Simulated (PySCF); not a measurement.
Vertical excitation energies

Species: C₅H₉ClSSi.
Z-matrix (Å and degrees, GFN2-xTB geometry), rows numbered from 1:
```
C 
C   1  1.3239
Cl  2  1.7365  1  119.59
C   2  1.4706  1  125.01  3  -179.75
C   4  1.5074  2  121.61  1  -146.97
C   5  1.4906  4   60.35  2  -109.29
S   6  1.7987  4  117.71  5   110.51
Si  7  2.1455  6   98.97  4  -151.44
H   1  1.0750  2  120.51  3   179.90
H   1  1.0746  2  122.18  3    -0.07
H   4  1.0826  2  112.93  1    -0.89
H   5  1.0798  4  118.10  6   107.98
H   5  1.0793  4  117.00  6  -108.66
H   6  1.0811  4  117.85  5  -109.15
H   8  1.4588  7  107.86  6    59.97
H   8  1.4583  7  107.69  6   -59.23
H   8  1.4503  7  103.18  6  -179.57
```

Method used: TDDFT CAM-B3LYP/def2-SVPD, vertical, gas phase, core orbitals frozen in the response (PySCF).

```tsv
state	E (eV)	E (hartree)	f	|μ| (D)	main configurations (H = HOMO, L = LUMO)
S1	5.74	0.2110	0.0063	0.54	H→L+1 (58%), H→L+5 (12%)
S2	6.07	0.2232	0.0080	0.59	H→L (49%), H→L+3 (22%), H→L+2 (14%)
S3	6.49	0.2387	0.061	1.57	H-1→L+1 (18%), H-1→L+3 (18%), H-1→L+2 (14%)
S4	6.52	0.2397	0.422	4.13	H-1→L (64%), H→L (8%)
S5	6.71	0.2464	0.048	1.37	H→L+2 (37%), H→L (22%), H-1→L (11%)
S6	6.85	0.2516	0.0009	0.19	H→L+2 (24%), H→L+5 (15%), H→L+3 (14%)
S7	7.00	0.2571	0.013	0.69	H-1→L+4 (20%), H-1→L+1 (18%), H-1→L+3 (16%)
S8	7.15	0.2626	0.020	0.85	H→L+4 (42%), H→L+8 (16%), H→L+6 (9%)
```

Triplets (Tamm–Dancoff): T1 4.07 eV, H-1→L (61%), H-1→L+1 (13%); T2 5.34 eV, H→L+1 (42%), H→L+5 (18%), H→L+3 (10%); T3 5.70 eV, H→L (42%), H→L+3 (18%), H→L+1 (18%).

The lowest singlet lies at 5.74 eV (216 nm, ultraviolet) and is weak; its leading configuration is HOMO→LUMO+1 (58%). The most intense listed level is S4 at 6.52 eV (190 nm, f = 0.422), 0.78 eV above S1. Löwdin shares by element: HOMO sulfur 63%, carbon 15% or more, silicon 8%; LUMO carbon 45% or more, silicon 11%, chlorine 8% (atoms not listed hold the other 36%). Orbital energies (eV): HOMO-3 -10.50, HOMO-2 -9.73, HOMO-1 -8.50, HOMO -8.21, LUMO 0.73, LUMO+1 0.95, LUMO+2 1.10. The listed states span 1.40 eV, and the widest gap between neighbours is 0.42 eV (S2 to S3). The oscillator strengths of these states sum to 0.578; summed over the whole spectrum of an exact calculation they would give the number of electrons, 86 (Thomas–Reiche–Kuhn). The window holds the lowest 8 singlets.

On one thread, Arm Neoverse N1 (aarch64), on a shared host, this took 2.5 min wall (grids of density and orbitals included) and 1.2 GiB of memory at its peak.

One conformer stands for the species.
